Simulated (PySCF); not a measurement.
# Electron correlation in O⁺ (oxygen, charge +1)

[He] 2s2 2p3, high-spin 4S determinant. All numbers are calculated (PySCF 2.14, the spin-free X2C one-electron Hamiltonian (Gaussian nucleus), in aug-cc-pVDZ-DK). Frozen: 1s2; 5 electrons correlated.

MP2 pair energies summed by pair of shells (mhartree):

```
 pair  energy  share (%)
2s-2p  -47.73       66.1
2p-2p  -17.01       23.5
2s-2s   -7.51       10.4
```

Total MP2 correlation energy: -72.25 mhartree.

Same-spin part -20.04 and opposite-spin part -52.21 mhartree; SCS-MP2 scales them by 1/3 and 6/5 to -69.33 mhartree.

| level | correlation energy (mhartree) |
| --- | --- |
| CCSD | -88.22 |
| (T) | -0.79 |
| CCSD(T) | -89.01 |

Diagnostics: T1 = 0.0046, D1 = 0.0068, largest double amplitude 0.029.

**Question.** Is a single reference adequate?

**Answer.** Yes: T1 lies below 0.03 and no double amplitude reaches 0.07.
